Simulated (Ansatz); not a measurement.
Correlation energies of `[SiH3]O[SiH2][SiH3]` by basis set

Z-matrix (Å, degrees):
```
Si
O 1 1.634
H 1 1.489 2 109.8
H 1 1.484 2 109.3 3 120.0
H 1 1.484 2 109.4 3 -120.0
Si 2 1.640 1 145.7 3 1.8
Si 6 2.347 2 111.8 1 -2.1
H 6 1.488 2 108.6 1 -123.4
H 6 1.488 2 108.8 1 119.2
H 7 1.488 6 111.0 2 60.7
H 7 1.489 6 108.8 2 -179.8
H 7 1.488 6 111.0 2 -60.2
```

Charge 0, multiplicity 1. The geometry is a stationary point of PBE0-D4/def2-TZVP. It is one conformer, not always the lowest. Frozen core, restricted reference, Ansatz. CBS rows extrapolate triple and quadruple zeta; past MP2 they add the triple-zeta difference.

```json
{"basis": "def2-SVP", "HF (Eh)": "-946.05351", "MP2 corr.": "-0.48435", "CCSD corr.": "-0.55111", "(T)": "-0.01244", "CCSD(T) total": "-946.61706"}
{"basis": "def2-TZVPP", "HF (Eh)": "-946.46976", "MP2 corr.": "-0.61334", "CCSD corr.": "-0.67733", "(T)": "-0.02216", "CCSD(T) total": "-947.16925"}
{"basis": "def2-QZVPP", "HF (Eh)": "-946.50165", "MP2 corr.": "-0.66072", "CCSD corr.": "–", "(T)": "–", "CCSD(T) total": "–"}
{"basis": "CBS(def2)", "HF (Eh)": "-946.50604", "MP2 corr.": "-0.69581", "CCSD corr.": "-0.75979", "(T)": "as TZ", "CCSD(T) total": "-947.28799"}
```
